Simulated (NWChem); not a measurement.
System: BNH$_{2}$F$_{2}$; SMILES FB(F)N

The following NWChem deck was run.

```
start job
memory heap 200 mb stack 900 mb global 1100 mb
geometry units angstroms noautosym nocenter noautoz
  B     -0.000558    -0.038174     0.000000
  F      1.124770    -0.745930     0.000000
  F     -1.149276    -0.707245     0.000000
  N      0.023469     1.355896     0.000000
  H     -0.818638     1.912730     0.000000
  H      0.885066     1.882150     0.000000
end
basis spherical
  * library def2-svpd
end
dft
  xc b3lyp
  iterations 150
end
property
  response 1 0.0
end
task dft property
```

Geometry: optimised at PBE0/def2-SVP. B3LYP is NWChem's, with the RPA form of VWN correlation.

Static field.

Problem. Give the results of this calculation. (B3LYP/def2-SVPD.) Quantities: isotropic polarisability (bohr³); anisotropy (bohr³).

Solution. The isotropic polarisability (bohr³) is 24.2 and the anisotropy (bohr³) comes out as 7.0.
